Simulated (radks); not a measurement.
The numbers below are computed, except where a source is named.
Excited configurations of Yb I: one electron is placed in a higher orbital outside [Xe] 4f14 6s1. The ground configuration is [Xe] 4f14 6s2. Code: a radial shooting solver on a logarithmic mesh with Libxc functionals. Model: scalar-relativistic Kohn-Sham, r2SCAN, spin-polarised, spherical densities, finite nucleus; open shells are filled with parallel spins first (spin-orbit coupling, left out, can overturn this in heavy ions); meta-GGA in the generalised Kohn-Sham scheme; Fermi nuclear charge, rms radius 5.3108 fm. Excitation = E - E(ground); binding = E(ion) - E, where the ion is the core of charge +1; n* = 1/sqrt(2 binding) in atomic units, and the quantum defect is n - n*.

outer orbital,excitation (eV),binding (eV),n*,quantum defect,eigenvalue (eV),<r> (bohr)
5d,2.742,3.367,2.010,2.990,-0.818,4.052
6d,4.730,1.378,3.142,2.858,-0.690,12.34
6f,5.505,0.603,4.748,1.252,-0.347,30.22
7p,4.483,1.626,2.893,4.107,-0.985,12.57
7f,5.678,0.431,5.621,1.379,-0.268,45.64

The Delta-SCF ionisation energy is 6.108 eV (NIST Atomic Spectra Database: 6.254 eV, measured). Self-interaction in the functional shifts the binding energies and quantum defects, so they are the method's values and not measured ones.
